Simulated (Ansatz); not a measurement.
Ansatz (a program for electronic structure) input (B3LYP-D3(BJ)/def2-TZVP):

Ansatz 0.2 input:
```yaml
crystal:
  periodic: [false, false, false]
  atoms:
    - {symbol: B, position_ang: [-0.61802600, 0.41469115, 0.02416884]}
    - {symbol: F, position_ang: [0.52723220, -0.20936331, -0.00695393]}
    - {symbol: H, position_ang: [-1.65495985, -0.18918598, -0.05825890]}
basis:
  gaussian:
    orbitals: def2-TZVP
hamiltonian:
  xc: b3lyp
  dispersion: d3bj
magnetization: {spin_polarized: true, initial_magnetization: 1}
phonons: {temperatures: {t_min: 298.15, t_max: 298.15, t_step: 100}}
```

Output:

```
Functional definition: B3LYP
integrals: 0.01 GiB planned
369 factors; their error is unknown
mean field: 0.15 GiB planned
mean field evaluation 1: about -3408.8550 eV, gradient 1.9e1 eV
mean field evaluation 2: about -3407.5449 eV, gradient 3.0e1 eV
mean field evaluation 4: about -3409.9110 eV, gradient 4.5e-1 eV
mean field evaluation 8: about -3409.9208 eV, gradient 8.3e-2 eV
mean field evaluation 16: about -3409.9209 eV, gradient 1.5e-5 eV
mean field -3409.92085244 eV, -125.3122799997 hartree, gradient 1.5e-5 eV, S^2 0.751637; 0 other end points of the search recorded, 0 dependent functions left out
the calculation of the forces begins
reference -3409.92103346 eV, -125.3122866522 hartree; 8, 7 occupied and 60, 61 virtual orbitals, 369 factors
these checks for a lower state are left out or cut short: stability, starts, cluster_reference, orbital_swaps, neighbouring_geometries, increment
integrals: 0.01 GiB planned
369 factors; their error is unknown
mean field: 0.15 GiB planned
mean field -3409.92077979 eV, -125.3122773300 hartree, gradient 1.1e-6 eV, S^2 0.751643; 0 other end points of the search recorded, 0 dependent functions left out
the calculation of the forces begins
reference -3409.92096077 eV, -125.3122839808 hartree; 8, 7 occupied and 60, 61 virtual orbitals, 369 factors
these checks for a lower state are left out or cut short: stability, starts, cluster_reference, orbital_swaps, neighbouring_geometries, increment
integrals: 0.01 GiB planned
369 factors; their error is unknown
mean field: 0.15 GiB planned
mean field -3409.92078430 eV, -125.3122774956 hartree, gradient 9.6e-7 eV, S^2 0.751631; 0 other end points of the search recorded, 0 dependent functions left out
the calculation of the forces begins
reference -3409.92096537 eV, -125.3122841499 hartree; 8, 7 occupied and 60, 61 virtual orbitals, 369 factors
these checks for a lower state are left out or cut short: stability, starts, cluster_reference, orbital_swaps, neighbouring_geometries, increment
integrals: 0.01 GiB planned
369 factors; their error is unknown
mean field: 0.15 GiB planned
mean field evaluation 32: about -3409.9207 eV, gradient 1.2e-1 eV
mean field -3409.92077349 eV, -125.3122770985 hartree, gradient 5.8e-7 eV, S^2 0.751642; 0 other end points of the search recorded, 0 dependent functions left out
the calculation of the forces begins
reference -3409.92095454 eV, -125.3122837518 hartree; 8, 7 occupied and 60, 61 virtual orbitals, 369 factors
these checks for a lower state are left out or cut short: stability, starts, cluster_reference, orbital_swaps, neighbouring_geometries, increment
integrals: 0.01 GiB planned
369 factors; their error is unknown
mean field: 0.15 GiB planned
mean field -3409.92077896 eV, -125.3122772996 hartree, gradient 8.7e-7 eV, S^2 0.751632; 0 other end points of the search recorded, 0 dependent functions left out
the calculation of the forces begins
reference -3409.92095997 eV, -125.3122839514 hartree; 8, 7 occupied and 60, 61 virtual orbitals, 369 factors
these checks for a lower state are left out or cut short: stability, starts, cluster_reference, orbital_swaps, neighbouring_geometries, increment
integrals: 0.01 GiB planned
369 factors; their error is unknown
mean field: 0.15 GiB planned
mean field -3409.92081634 eV, -125.3122786731 hartree, gradient 6.0e-7 eV, S^2 0.751636; 0 other end points of the search recorded, 0 dependent functions left out
the calculation of the forces begins
reference -3409.92099739 eV, -125.3122853268 hartree; 8, 7 occupied and 60, 61 virtual orbitals, 369 factors
these checks for a lower state are left out or cut short: stability, starts, cluster_reference, orbital_swaps, neighbouring_geometries, increment
integrals: 0.01 GiB planned
369 factors; their error is unknown
mean field: 0.15 GiB planned
mean field -3409.92081633 eV, -125.3122786729 hartree, gradient 8.8e-7 eV, S^2 0.751638; 0 other end points of the search recorded, 0 dependent functions left out
the calculation of the forces begins
reference -3409.92099733 eV, -125.3122853243 hartree; 8, 7 occupied and 60, 61 virtual orbitals, 369 factors
these checks for a lower state are left out or cut short: stability, starts, cluster_reference, orbital_swaps, neighbouring_geometries, increment
integrals: 0.01 GiB planned
369 factors; their error is unknown
mean field: 0.15 GiB planned
mean field evaluation 64: about -3409.9208 eV, gradient 5.6e-7 eV
mean field -3409.92079759 eV, -125.3122779840 hartree, gradient 4.1e-7 eV, S^2 0.751635; 0 other end points of the search recorded, 0 dependent functions left out
the calculation of the forces begins
reference -3409.92097862 eV, -125.3122846367 hartree; 8, 7 occupied and 60, 61 virtual orbitals, 369 factors
these checks for a lower state are left out or cut short: stability, starts, cluster_reference, orbital_swaps, neighbouring_geometries, increment
integrals: 0.01 GiB planned
369 factors; their error is unknown
mean field: 0.15 GiB planned
mean field -3409.92079349 eV, -125.3122778336 hartree, gradient 2.2e-6 eV, S^2 0.751638; 0 other end points of the search recorded, 0 dependent functions left out
the calculation of the forces begins
reference -3409.92097452 eV, -125.3122844861 hartree; 8, 7 occupied and 60, 61 virtual orbitals, 369 factors
these checks for a lower state are left out or cut short: stability, starts, cluster_reference, orbital_swaps, neighbouring_geometries, increment
integrals: 0.01 GiB planned
369 factors; their error is unknown
mean field: 0.15 GiB planned
mean field -3409.92083179 eV, -125.3122792410 hartree, gradient 2.1e-6 eV, S^2 0.751632; 0 other end points of the search recorded, 0 dependent functions left out
the calculation of the forces begins
reference -3409.92101283 eV, -125.3122858942 hartree; 8, 7 occupied and 60, 61 virtual orbitals, 369 factors
these checks for a lower state are left out or cut short: stability, starts, cluster_reference, orbital_swaps, neighbouring_geometries, increment
integrals: 0.01 GiB planned
369 factors; their error is unknown
mean field: 0.15 GiB planned
mean field -3409.92082725 eV, -125.3122790742 hartree, gradient 2.1e-6 eV, S^2 0.751642; 0 other end points of the search recorded, 0 dependent functions left out
the calculation of the forces begins
reference -3409.92100826 eV, -125.3122857261 hartree; 8, 7 occupied and 60, 61 virtual orbitals, 369 factors
these checks for a lower state are left out or cut short: stability, starts, cluster_reference, orbital_swaps, neighbouring_geometries, increment
integrals: 0.01 GiB planned
369 factors; their error is unknown
mean field: 0.15 GiB planned
mean field -3409.92082592 eV, -125.3122790251 hartree, gradient 1.8e-6 eV, S^2 0.751633; 0 other end points of the search recorded, 0 dependent functions left out
the calculation of the forces begins
reference -3409.92100692 eV, -125.3122856768 hartree; 8, 7 occupied and 60, 61 virtual orbitals, 369 factors
these checks for a lower state are left out or cut short: stability, starts, cluster_reference, orbital_swaps, neighbouring_geometries, increment
integrals: 0.01 GiB planned
369 factors; their error is unknown
mean field: 0.15 GiB planned
mean field evaluation 96: about -3409.9208 eV, gradient 2.1e-5 eV
mean field -3409.92082451 eV, -125.3122789734 hartree, gradient 8.9e-7 eV, S^2 0.751641; 0 other end points of the search recorded, 0 dependent functions left out
the calculation of the forces begins
reference -3409.92100556 eV, -125.3122856268 hartree; 8, 7 occupied and 60, 61 virtual orbitals, 369 factors
Total energy: -3409.95134484 eV, -125.3134005748 hartree
Atom 0 at    -0.618026     0.414691     0.024169 Å, force    -0.000043    -0.000116    -0.000012 eV/Å
Atom 1 at     0.527232    -0.209363    -0.006954 Å, force    -0.000022     0.000044     0.000004 eV/Å
Atom 2 at    -1.654960    -0.189186    -0.058259 Å, force     0.000065     0.000072     0.000008 eV/Å
Dipole moment:    -0.111385    -0.059449    -0.008342 e Å
Vibrations: 999.44 1329.00 2528.51 cm⁻¹, zero-point energy 0.301092 eV
```

It need not be the lowest isomer of its formula.
